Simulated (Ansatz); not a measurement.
`C[SiH]1CS1` + H–F → `F[SiH]1CS1` + CH₄ at 500 K and 1 bar (ligand exchange at the Si–C bond).

Gas-phase electronic energies from Ansatz, PBE0-D4/def2-TZVP geometries. CBS: MP2 limit from def2 TZ/QZ plus the TZ coupled-cluster correction, frozen cores. This one scheme is used for every species.

```
     species  CCSD(T)/CBS energy (Eh)  H − E (kJ/mol)  S (J/(mol·K))
`C[SiH]1CS1`               -766.58382           234.4          374.2
         H–F               -100.39570            39.4          188.7
`F[SiH]1CS1`               -826.56648           138.2          344.1
         CH₄                -40.46206           135.6          206.8
```

H − E and S are ideal-gas, rigid-rotor, harmonic terms from PBE0-D4/def2-TZVP, for one conformer and one mirror image of each species. 1 Eh = 2625.50 kJ/mol, R = 8.31446 J/(mol·K).

Task: By hand: ΔE, ΔH, ΔS and ΔG.

Result: ΔE = (-826.56648) + (-40.46206) − (-766.58382) − (-100.39570) = -0.04902 Eh = -128.7 kJ/mol. Δ(H − E) = 138.2 + 135.6 − 234.4 − 39.4 = 0.0, so ΔH = -128.7 kJ/mol. ΔS = 344.1 + 206.8 − 374.2 − 188.7 = -12.0 J/(mol·K). ΔG = -128.7 − 500 × (-12.0)/1000 = -122.7 kJ/mol.

Task: By hand: the equilibrium constant, and the temperature at which ΔG would vanish if ΔH and ΔS stayed fixed.

Result: log₁₀ K = −ΔG/(RT ln 10) = 12.8. ΔG = 0 at ΔH/ΔS = 10725 K, far beyond where these terms or the molecules hold.

The number of gas molecules stays the same, so ΔS is small and ΔH decides. A doubt of 5 kJ/mol in ΔE shifts log₁₀ K by 0.5 here. Other conformers and mirror images would add mixing entropy, several J/(mol·K) or more a flexible species. These are equilibria of isolated gas molecules and say nothing of rates. Largest T1 diagnostic: 0.012 (customary marks: 0.02 for closed shells, 0.045 for open ones).
